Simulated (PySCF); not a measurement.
ClSe₂⁻: one-bond stretch

Computed with PBE in PySCF with Cl def2-SVPD, Se def2-SVPD; no relativity; density-fitted integrals.

Rigid scan from the singlet minimum (Cl–Se 2.311 Å (×2); Se–Cl–Se 123.7°). Coordinate: the bond from Cl to the last atom (Se) scaled, the rest fixed. Energies in kJ/mol from the minimum.

Question: Predict the curve at 0.92, 0.96, 1.00, 1.05, 1.12, 1.20, 1.35, 1.55, 1.80, 2.20.

Answer: 
```csv
scale of one bond,E (kJ/mol),"dipole size (D, about the centre of mass)"
0.92,15.9,1.10
0.96,3.3,0.77
1.00,0.0,0.58
1.05,3.7,0.71
1.12,16.7,1.20
1.20,151.3,2.09
1.35,137.6,2.75
1.55,132.9,–
1.80,130.5,–
2.20,124.6,–
```

At long bonds a restricted determinant can lie too high, and another spin state can fall below this curve.
